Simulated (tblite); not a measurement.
C₂H₁₆Si₅.
Bonds: Si1–C2, C2–Si3, Si3–C4, C4–Si5, C4–Si6, C4–Si7. Hydrogens: H8, H9, H10 on Si1; H11, H12 on C2; H13, H14 on Si3; H15, H16, H17 on Si5; H18, H19, H20 on Si6; H21, H22, H23 on Si7.

The geometry is computed with GFN2-xTB (gas phase).

Task: Give the optimised bond lengths and angles.

Result: 
```csv
bond,length (Å)
Si1–C2,1.894
C2–Si3,1.896
Si3–C4,1.910
"C4–Si5, C4–Si6, C4–Si7",1.905
"Si1–H8, Si1–H9, Si1–H10",1.465
"C2–H11, C2–H12",1.090
"Si3–H13, Si3–H14",1.473
Si5–H15 and 8 like bonds,1.467
```

Bonds in one row agree within 0.01 Å and their mean is given. A selection of angles:
```csv
angle,degrees
C2–Si1–H8,110.1
H8–Si1–H9,108.5
Si1–C2–Si3,114.7
Si1–C2–H11,108.8
Si3–C2–H11,108.9
H11–C2–H12,106.1
C2–Si3–C4,112.0
C2–Si3–H13,108.9
C4–Si3–H13,109.6
H13–Si3–H14,107.9
Si3–C4–Si5,108.4
Si3–C4–Si6,110.5
Si5–C4–Si6,109.2
C4–Si5–H15,110.6
C4–Si5–H16,110.5
H15–Si5–H16,108.4
H19–Si6–H20,108.6
```

Dihedral angles: Si1–C2–Si3–C4 180° (antiperiplanar); C2–Si3–C4–Si5 180° (antiperiplanar).

Of the pairs four or more bonds apart, Si6···H11 is among the closest relative to their van der Waals radii: 3.30 Å, 100 % of the sum of Bondi's values. Si3 (SiH2 silicon) is tetrahedral (angles from 107.9° to 112.0°). Si5 (SiH3 silicon) is tetrahedral (angles from 108.4° to 110.6°). Si1 (SiH3 silicon) is tetrahedral (angles from 108.5° to 110.3°).

Point group: Cs (every atom within 0.08 Å of its image). Its GFN2-xTB frequencies are all real (lowest 31 cm⁻¹). The numbers are those of one conformer.
